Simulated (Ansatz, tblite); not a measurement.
Cost and result up the ladder for the cluster Sn2O6 (the lowest singlet isomer of a short search) (8 atoms). The state is a singlet with charge 0. Geometry: B3LYP-D4/def2-SVP.

```xyz
8

Sn    0.017   -0.081    1.874
Sn   -0.868    1.610   -0.619
O     0.832   -1.510   -0.579
O    -1.202   -0.586   -0.072
O    -0.519   -1.436   -1.000
O    -0.915    1.641    1.406
O     1.145    0.693   -0.038
O     1.510   -0.330   -0.971
```

Ansatz on 4 threads of Arm Neoverse V1 on a shared host; xTB runs through tblite on one thread. Times are rough, summed over both states, and most runs start from the orbitals of an earlier one. PBE0-D4/def2-TZVP serves as the yardstick here, not as an exact answer. The other state is a triplet.

In the def2 sets Sn takes a core potential; there is no spin–orbit coupling. The xTB rows come from tblite. The structure holds 4 bonds between oxygen atoms, so isomers without such links may lie far lower. The structure comes from a short search, and lower isomers may exist.

xTB has no spin-polarisation term.

```json
{"level": "GFN1-xTB", "functions": "42", "vertical triplet (eV)": "5.64", "difference from PBE0-D4/def2-TZVP (eV)": "2.01"}
{"level": "PBE0-D4/def2-TZVP", "functions": "286", "vertical triplet (eV)": "3.63", "difference from PBE0-D4/def2-TZVP (eV)": "0.00"}
{"level": "r2SCAN-D4/def2-TZVP", "functions": "286", "vertical triplet (eV)": "3.41", "difference from PBE0-D4/def2-TZVP (eV)": "-0.22"}
{"level": "PBE-D4/def2-TZVP (with forces)", "functions": "286", "vertical triplet (eV)": "3.24", "difference from PBE0-D4/def2-TZVP (eV)": "-0.39"}
{"level": "GFN2-xTB", "functions": "42", "vertical triplet (eV)": "4.87", "difference from PBE0-D4/def2-TZVP (eV)": "1.24"}
```

Problem. Estimate how long each takes.

Solution. GFN1-xTB 0.014 s; GFN2-xTB 0.021 s; PBE-D4/def2-TZVP (with forces) 17 s; r2SCAN-D4/def2-TZVP 37 s; PBE0-D4/def2-TZVP 38 s. On shared hardware such times vary by a factor of up to 3.
